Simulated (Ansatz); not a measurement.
ZrCl, multiplicity 4 (lowest of 2S+1 = 2, 4, 6 at PBE0/def2-TZVPP; our sources give no spin for the ground state, which may be another), most abundant isotopes (89.9047 and 34.9689 u). Constants from fifth-degree fits in 1/R to seven points on the lowest solution found; no spin–orbit coupling, no relativity up to Kr; ω_e x_e and α_e move by some per cent with the fit.

Correlated levels freeze the inner cores; with def2 sets outer-core shells near the valence are correlated too.

Codes used: Ansatz (an electronic-structure program) with Gaussian orbitals.  In def2 rows elements past Kr take small-core potentials, without spin–orbit coupling.

```csv
level,r_e (Å),ω_e (cm⁻¹),ω_e x_e (cm⁻¹),α_e (cm⁻¹)
PBE/def2-TZVPP,2.3394,374.4,1.19,0.000540
CCSD(T)/def2-TZVPP,2.3669,372.0,1.05,0.000486
```

Derive the rotational constants, the centrifugal constant, the fundamental, the zero-point energy and the force constant.


μ = 25.17638 u.
- PBE/def2-TZVPP: B_e = 16.8576/(μ r_e²) = 0.12235 cm⁻¹; B₀ = B_e − α_e/2 = 0.12208 cm⁻¹; D = 4B_e³/ω_e² = 5.23e-08 cm⁻¹; fundamental ω_e − 2ω_e x_e = 372 cm⁻¹; zero-point energy ω_e/2 − ω_e x_e/4 = 187 cm⁻¹; k = μ(2πcω_e)² = 208 N/m
- CCSD(T)/def2-TZVPP: B_e = 16.8576/(μ r_e²) = 0.11952 cm⁻¹; B₀ = B_e − α_e/2 = 0.11928 cm⁻¹; D = 4B_e³/ω_e² = 4.93e-08 cm⁻¹; fundamental ω_e − 2ω_e x_e = 370 cm⁻¹; zero-point energy ω_e/2 − ω_e x_e/4 = 186 cm⁻¹; k = μ(2πcω_e)² = 205 N/m
